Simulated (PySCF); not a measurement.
H6O7Si2, charge +1, doublet, at a GFN2-xTB geometry (a state made from the parent by changing its charge; the spin is typed, not shown lowest); B3LYP/STO-3G run with PySCF.

Input for PySCF:
```python
from pyscf import gto, scf, dft

mol = gto.Mole()
mol.atom = '''
    O     2.419664    0.549155    1.016345
    Si    1.481918   -0.572042    0.346900
    O     2.032605   -1.044353   -1.090216
    O     1.251507   -1.819044    1.336143
    O     0.026618    0.120191    0.089589
    Si   -1.477806    0.590649   -0.333197
    O    -1.307367    1.796819   -1.384119
    O    -2.205751   -0.685917   -0.989886
    O    -2.220279    1.068004    1.010146
    H     2.934174    1.201926    0.542288
    H     1.954685   -1.926154   -1.453936
    H     1.291225   -1.779066    2.291583
    H    -1.255103    1.707677   -2.335412
    H    -2.785456   -1.290408   -0.526603
    H    -2.173064    1.946690    1.386233
'''
mol.basis = 'sto-3g'
mol.charge = 1
mol.spin = 1
mol.verbose = 4
mol.build()

mf = dft.UKS(mol)
mf.xc = 'b3lyp'
mf.kernel()
```

Output, abridged:

```
PySCF version 2.14.0

[INPUT] verbose = 4
[INPUT] num. atoms = 15
[INPUT] num. electrons = 89
[INPUT] charge = 1
[INPUT] spin (= nelec alpha-beta = 2S) = 1
[INPUT] symmetry False subgroup None
[INPUT] Mole.unit = angstrom
[INPUT] Symbol           X                Y                Z      unit          X                Y                Z       unit  Magmom
[INPUT]  1 O      2.419664000000   0.549155000000   1.016345000000 AA    4.572502273470   1.037752549936   1.920613698071 Bohr   0.0
[INPUT]  2 Si     1.481918000000  -0.572042000000   0.346900000000 AA    2.800419159063  -1.081002711748   0.655545992612 Bohr   0.0
[INPUT]  3 O      2.032605000000  -1.044353000000  -1.090216000000 AA    3.841066769422  -1.973541147368  -2.060209656619 Bohr   0.0
[INPUT]  4 O      1.251507000000  -1.819044000000   1.336143000000 AA    2.365005472976  -3.437494968533   2.524944333255 Bohr   0.0
[INPUT]  5 O      0.026618000000   0.120191000000   0.089589000000 AA    0.050300729984   0.227128072638   0.169298673774 Bohr   0.0
[INPUT]  6 Si    -1.477806000000   0.590649000000  -0.333197000000 AA   -2.792648605239   1.116164845748  -0.629651075527 Bohr   0.0
[INPUT]  7 O     -1.307367000000   1.796819000000  -1.384119000000 AA   -2.470565574294   3.395495805415  -2.615605833807 Bohr   0.0
[INPUT]  8 O     -2.205751000000  -0.685917000000  -0.989886000000 AA   -4.168265288986  -1.296195274183  -1.870613434541 Bohr   0.0
[INPUT]  9 O     -2.220279000000   1.068004000000   1.010146000000 AA   -4.195719230123   2.018235059940   1.908899285825 Bohr   0.0
[INPUT] 10 H      2.934174000000   1.201926000000   0.542288000000 AA    5.544785261820   2.271310961994   1.024775800638 Bohr   0.0
[INPUT] 11 H      1.954685000000  -1.926154000000  -1.453936000000 AA    3.693819309795  -3.639903533735  -2.747540842646 Bohr   0.0
[INPUT] 12 H      1.291225000000  -1.779066000000   2.291583000000 AA    2.440061615192  -3.361947497525   4.330464261709 Bohr   0.0
[INPUT] 13 H     -1.255103000000   1.707677000000  -2.335412000000 AA   -2.371800928120   3.227041839219  -4.413289068023 Bohr   0.0
[INPUT] 14 H     -2.785456000000  -1.290408000000  -0.526603000000 AA   -5.263748972026  -2.438517708948  -0.995135446374 Bohr   0.0
[INPUT] 15 H     -2.173064000000   1.946690000000   1.386233000000 AA   -4.106495811152   3.678710949430   2.619600714834 Bohr   0.0

nuclear repulsion = 729.932572472655
number of shells = 37
number of NR pGTOs = 177
number of NR cGTOs = 59
basis = sto-3g
ecp = {}

******** <class 'pyscf.dft.uks.UKS'> ********
method = UKS
initial guess = minao
damping factor = 0
level_shift factor = 0
DIIS = <class 'pyscf.scf.diis.CDIIS'>
diis_start_cycle = 1
diis_space = 8
diis_damp = 0
SCF conv_tol = 1e-09
SCF conv_tol_grad = None
SCF max_cycles = 50
direct_scf = True
direct_scf_tol = 1e-13
number electrons alpha = 45  beta = 44
XC library pyscf.dft.libxc version 7.1.2
    S. Lehtola, C. Steigemann, M. J. T. Oliveira, and M. A. L. Marques,  SoftwareX 7, 1–5 (2018)
XC functionals = b3lyp
    P. J. Stephens, F. J. Devlin, C. F. Chabalowski, and M. J. Frisch,  J. Phys. Chem. 98, 11623 (1994)
radial grids:
    Treutler-Ahlrichs [JCP 102, 346 (1995); DOI:10.1063/1.469408] (M4) radial grids

becke partition: Becke, JCP 88, 2547 (1988); DOI:10.1063/1.454033
pruning grids: <function nwchem_prune>
grids dens level: 3
symmetrized grids: False
atomic radii adjust function: <function treutler_atomic_radii_adjust>
small_rho_cutoff = 0
Set gradient conv threshold to 3.16228e-05
tot grids = 195784
init E= -1096.84774941828

cycle= 1 E= -1094.46396588756  delta_E= 2.38  |g|= 0.806  |ddm|= 3.59
cycle= 2 E= -1094.49959242682  delta_E= -0.0356  |g|= 0.823  |ddm|=  2.5
cycle= 3 E= -1094.76605734125  delta_E= -0.266  |g|= 0.449  |ddm|= 1.83
cycle= 4 E= -1094.87089919056  delta_E= -0.105  |g|= 0.241  |ddm|= 1.24
cycle= 5 E= -1094.91443228286  delta_E= -0.0435  |g|= 0.136  |ddm|= 0.684
cycle= 6 E= -1094.92068475121  delta_E= -0.00625  |g|= 0.0792  |ddm|= 0.223
cycle= 7 E= -1094.9253951966  delta_E= -0.00471  |g|= 0.0352  |ddm|= 0.188
cycle= 8 E= -1094.92591630972  delta_E= -0.000521  |g|= 0.0191  |ddm|= 0.0493
cycle= 9 E= -1094.92618717759  delta_E= -0.000271  |g|= 0.00732  |ddm|= 0.0454
cycle= 10 E= -1094.92622279458  delta_E= -3.56e-05  |g|= 0.00428  |ddm|= 0.0161
cycle= 11 E= -1094.92623736153  delta_E= -1.46e-05  |g|= 0.00317  |ddm|= 0.0113
cycle= 12 E= -1094.92625241888  delta_E= -1.51e-05  |g|= 0.00197  |ddm|= 0.0166
cycle= 13 E= -1094.92625560671  delta_E= -3.19e-06  |g|= 0.00167  |ddm|= 0.00454
cycle= 14 E= -1094.92626803138  delta_E= -1.24e-05  |g|= 0.00124  |ddm|= 0.0269
cycle= 15 E= -1094.92627128407  delta_E= -3.25e-06  |g|= 0.00112  |ddm|= 0.00891
cycle= 16 E= -1094.92627522293  delta_E= -3.94e-06  |g|= 0.000843  |ddm|= 0.0118
cycle= 17 E= -1094.92627830109  delta_E= -3.08e-06  |g|= 0.000661  |ddm|= 0.0116
cycle= 18 E= -1094.92627938033  delta_E= -1.08e-06  |g|= 0.000559  |ddm|= 0.00502
cycle= 19 E= -1094.92628261151  delta_E= -3.23e-06  |g|= 0.000437  |ddm|= 0.0338
cycle= 20 E= -1094.92628273047  delta_E= -1.19e-07  |g|= 0.000123  |ddm|= 0.00584
cycle= 21 E= -1094.92628273577  delta_E= -5.3e-09  |g|= 0.000135  |ddm|= 0.00181
cycle= 22 E= -1094.92628277444  delta_E= -3.87e-08  |g|= 8.56e-05  |ddm|= 0.000898
cycle= 23 E= -1094.92628283378  delta_E= -5.93e-08  |g|= 3.57e-05  |ddm|= 0.00259
cycle= 24 E= -1094.92628284832  delta_E= -1.45e-08  |g|= 2.36e-05  |ddm|= 0.00167
cycle= 25 E= -1094.92628284886  delta_E= -5.32e-10  |g|= 1.51e-05  |ddm|= 0.000149
Extra cycle  E= -1094.92628284762  delta_E= 1.24e-09  |g|= 4.28e-05  |ddm|= 0.000145
converged SCF energy = -1094.92628284762  <S^2> = 0.75267167  2S+1 = 2.0026699
```
